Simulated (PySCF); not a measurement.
Species: `C=C[Si@@H](N=C)C(F)(F)F`. The columns A, B, C and D hold Mulliken, IAO, Hirshfeld and ESP-fitted charges (e) of one PBE0/pcSseg-1 density (PySCF), in a shuffled order. Coordinates in Å (GFN2-xTB); the density's dipole moment is (-0.70, 2.87, -2.85) D.

```csv
atom,x,y,z,A,B,C,D
C1,-1.840,-0.429,-1.632,-0.261,-0.073,-0.288,-0.141
C2,-0.850,-1.040,-0.999,-0.434,-0.138,-0.347,-0.502
Si3,0.610,-0.171,-0.202,+1.000,+0.371,+0.584,+0.916
N4,0.033,1.275,0.504,-0.518,-0.223,-0.555,-0.568
C5,0.246,2.503,0.430,-0.058,+0.047,+0.276,+0.084
C6,1.074,-1.186,1.392,+0.545,+0.163,+0.301,+0.527
F7,1.345,-2.476,1.091,-0.294,-0.111,-0.182,-0.286
F8,2.183,-0.716,2.005,-0.290,-0.113,-0.160,-0.284
F9,0.115,-1.220,2.333,-0.278,-0.103,-0.148,-0.270
H10,-2.655,-0.971,-2.087,+0.156,+0.054,+0.163,+0.126
H11,-1.881,0.644,-1.716,+0.145,+0.044,+0.183,+0.114
H12,-0.861,-2.122,-0.946,+0.164,+0.047,+0.184,+0.144
H13,1.826,-0.226,-1.023,-0.144,-0.075,-0.098,-0.088
H14,0.997,2.966,-0.213,+0.117,+0.051,+0.046,+0.104
H15,-0.347,3.176,1.042,+0.150,+0.058,+0.040,+0.125
```

**Question.** Which column most likely holds the ESP-fitted charges?

**Answer.** C. Σ q r misses the density's dipole by 0.11 D (C), 1.22 D (B), 1.41 D (A), 2.11 D (D). Charges fitted to the outside potential are the only set here that is tied to the molecule's multipoles.

**Question.** And the Hirshfeld charges?

**Answer.** B. The mean sizes are 0.112 e (B), 0.237 e (C), 0.285 e (D), 0.304 e (A), and Hirshfeld charges are commonly the smallest of these schemes.

As computed, A = IAO, B = Hirshfeld, C = ESP-fitted, D = Mulliken. Hydrogens on carbon: IAO +0.12 to +0.16, Hirshfeld +0.04 to +0.06, ESP-fitted +0.04 to +0.18, Mulliken +0.10 to +0.14 e.

The Hirshfeld scheme weights the molecular density at each point by an atom's share of the summed free-atom densities. The Mulliken scheme gives each basis function's population to the atom it is centred on and halves the overlap population of two atoms between them.

The structure is a single GFN2-xTB conformer in the gas phase; no vibrational or solvent corrections.

Shape of the structure used: `[CH2:1]=[CH:2][Si@@H:3]([N:4]=[CH2:5])[C:6]([F:7])([F:8])[F:9]`: C1–C2–Si3–N4 38°, C2–Si3–N4–C5 -122°, C2–Si3–C6–F7 57°.
